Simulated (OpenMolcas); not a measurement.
## GeClF (SMILES [F][Ge][Cl]): methods side by side

GeClF: 3 atoms, total charge 0, spin state singlet. SMILES: `[F][Ge][Cl]`. The coordinates come from a PBE0-D4/def2-TZVP relaxation.

```xyz
3

F     0.1104    1.4187    0.2062
Ge   -0.7628    0.0356   -0.4103
Cl    0.6416   -1.5191    0.1910
```

Quantity: the dipole moment, in D. The values are calculated.

```
           level             kind     program  value (D)
    HF/def2-TZVP     Hartree–Fock  OpenMolcas       2.47
 SVWN5/def2-TZVP              LDA  OpenMolcas       2.12
  BLYP/def2-TZVP              GGA  OpenMolcas          ?
   PBE/def2-TZVP              GGA  OpenMolcas       2.09
revPBE/def2-TZVP              GGA  OpenMolcas          ?
r2SCAN/def2-TZVP         meta-GGA  OpenMolcas       2.11
M06-2X/def2-TZVP  hybrid meta-GGA  OpenMolcas       2.31
  PBE0/def2-TZVP    global hybrid  OpenMolcas       2.25
```

(1) Estimate the missing values from the other rows.

## Answers

(1) As computed at these levels: BLYP/def2-TZVP: 2.17 D; revPBE/def2-TZVP: 2.07 D. All-electron rows without a relativistic Hamiltonian named are non-relativistic. The values span 2.07 to 2.47 D.
